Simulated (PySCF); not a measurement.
Al(Me)2(H) (C₂H₇Al), SMILES [CH3][AlH][CH3].

Geometry optimised at ωB97X-D3(BJ)/def2-SVP. The isomer is the one that the SMILES or the coordinates give; other isomers of the formula were not compared.

Calculation: PySCF with TDDFT-B3LYP/def2-SVPD.

Vertical excitations. The molecule is in vacuum. State labels are in the subgroup C2.

```json
[
 {"state": "S1", "symmetry": "A", "energy (eV)": "5.33", "λ (nm)": "233", "f": "0.000", "main pairs": "HOMO→LUMO 100 %"},
 {"state": "S2", "symmetry": "B", "energy (eV)": "5.45", "λ (nm)": "228", "f": "0.003", "main pairs": "HOMO−1→LUMO 100 %"},
 {"state": "S3", "symmetry": "B", "energy (eV)": "6.58", "λ (nm)": "188", "f": "0.112", "main pairs": "HOMO→LUMO+1 99 %"},
 {"state": "S4", "symmetry": "A", "energy (eV)": "6.81", "λ (nm)": "182", "f": "0.015", "main pairs": "HOMO−1→LUMO+1 99 %"},
 {"state": "S5", "symmetry": "A", "energy (eV)": "7.49", "λ (nm)": "166", "f": "0.029", "main pairs": "HOMO→LUMO+2 99 %"},
 {"state": "S6", "symmetry": "B", "energy (eV)": "7.60", "λ (nm)": "163", "f": "0.110", "main pairs": "HOMO−1→LUMO+2 96 %"},
 {"state": "S7", "symmetry": "B", "energy (eV)": "8.12", "λ (nm)": "153", "f": "0.094", "main pairs": "HOMO→LUMO+3 85 %"},
 {"state": "S8", "symmetry": "A", "energy (eV)": "8.14", "λ (nm)": "152", "f": "0.220", "main pairs": "HOMO−1→LUMO+3 96 %"},
 {"state": "S9", "symmetry": "A", "energy (eV)": "8.36", "λ (nm)": "148", "f": "0.000", "main pairs": "HOMO→LUMO+5 98 %"},
 {"state": "S10", "symmetry": "A", "energy (eV)": "8.39", "λ (nm)": "148", "f": "0.000", "main pairs": "HOMO−3→LUMO 98 %"},
 {"state": "T1", "symmetry": "A", "energy (eV)": "5.05", "λ (nm)": "245", "f": "0", "main pairs": "HOMO→LUMO 99 %"},
 {"state": "T2", "symmetry": "B", "energy (eV)": "5.06", "λ (nm)": "245", "f": "0", "main pairs": "HOMO−1→LUMO 99 %"},
 {"state": "T3", "symmetry": "B", "energy (eV)": "6.24", "λ (nm)": "199", "f": "0", "main pairs": "HOMO→LUMO+1 93 %"},
 {"state": "T4", "symmetry": "A", "energy (eV)": "6.40", "λ (nm)": "194", "f": "0", "main pairs": "HOMO−1→LUMO+1 91 %"}
]
```
Triplets are in the Tamm–Dancoff approximation, which puts them higher than full response would, so one can lie above its singlet here.
